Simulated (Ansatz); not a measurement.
## Which is lower?

Two relaxed structures of AlBSiH$_{5}$O (charge +1), singlet (PBE0-D4/def2-TZVP; forces vanish, vibrations not checked).

A:

| atom | x (Å) | y (Å) | z (Å) |
| --- | --- | --- | --- |
| B1 | -0.4739 | 1.4975 | -0.1901 |
| O2 | 0.1152 | 0.2310 | -0.0811 |
| Al3 | 1.6493 | -0.8107 | -0.2819 |
| Si4 | -0.4792 | -1.4199 | 0.4363 |
| H5 | -1.6210 | 1.5807 | 0.1096 |
| H6 | 0.2285 | 2.3748 | -0.5731 |
| H7 | 3.0367 | -0.2996 | -0.7735 |
| H8 | -0.9042 | -1.3267 | 1.8471 |
| H9 | -1.5514 | -1.8271 | -0.4932 |

B:

```tsv
atom	x (Å)	y (Å)	z (Å)
B1	0.2223	2.1812	-0.5250
O2	0.6112	1.0380	-0.3892
Al3	1.2587	-0.7186	-0.1919
Si4	-0.5077	-2.1820	0.6400
H5	0.0567	-3.5358	0.8397
H6	-0.1569	3.2836	-0.6545
H7	2.7512	-0.6024	-0.6511
H8	-0.9902	-1.5860	1.9111
H9	-1.5832	-2.1724	-0.3834
```

Ansatz 0.2.0; basis: def2-TZVPP; cores frozen in the correlated methods. B3LYP uses VWN-RPA correlation.

Which structure is lower at CCSD(T), and by how much? (An estimate is asked for; the value comes from the calculation.)

Computed: B, by 12.03 kcal/mol (electronic energy, against the other). By their contacts, A is AlBSiH₅O ([BH2][O]1[AlH][SiH2]1), total charge +1 and B is AlBSiH₅O ([BH][O][AlH][SiH3]), total charge +1.

All methods give the same order:

| method | E(B) − E(A) (kcal/mol) |
| --- | --- |
| PBE-D4 | -12.12 |
| r2SCAN-D4 | -11.70 |
| PBE0-D4 | -11.30 |
| B3LYP-D4 | -12.58 |
| wB97M-V | -11.16 |
| HF | -15.41 |
| MP2 | -11.18 |
| CCSD | -12.02 |
| CCSD(T) | -12.03 |

The T1 diagnostic stays at or below 0.016.

Labels in which every atom is bracketed show which atoms are joined, not bond orders.

For scale, one of the runs: CCSD(T)/def2-TZVPP, 216 basis functions, launched by `ansatz run in.yaml --threads 2 --pin off --events-out ev --progress --plain --max-ram 4352MiB`. Hardware: 2 CPU threads of an Intel Xeon 6975P-C, shared host. Wall time 32 s; peak host memory 3.2 GiB.
